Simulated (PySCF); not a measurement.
AsGaH₄, SMILES [GaH2][AsH2].

Coordinates come from a PBE0-D3(BJ)/def2-TZVP optimisation.

The numbers are results of C-PCM-PBE0/def2-SVP (PySCF), not measurements.

The values are the electrostatic part of the solvation free energy, E(continuum) − E(gas) at the gas-phase geometry, in a cavity of scaled van der Waals radii (PySCF's table); cavitation and dispersion terms are not included. A continuum can't describe solvent molecules that bind to the metal. In vacuum the orbital gap is 5.36 eV. The dipole moment in vacuum is 0.56 D.

Problem. Estimate the values in water (ε = 78.36), cyclohexanone (ε = 15.62), n-hexane (ε = 1.88). (Estimate from the structure and the level; the computed values follow.)

Solution. 
| solvent | ε | ΔG(elec) (kcal/mol) | dipole (D) | gap (eV) |
|---|---|---|---|---|
| water | 78.36 | -2.5 | 0.88 | 5.65 |
| cyclohexanone | 15.62 | -2.3 | 0.85 | 5.63 |
| n-hexane | 1.88 | -1.1 | 0.68 | 5.48 |
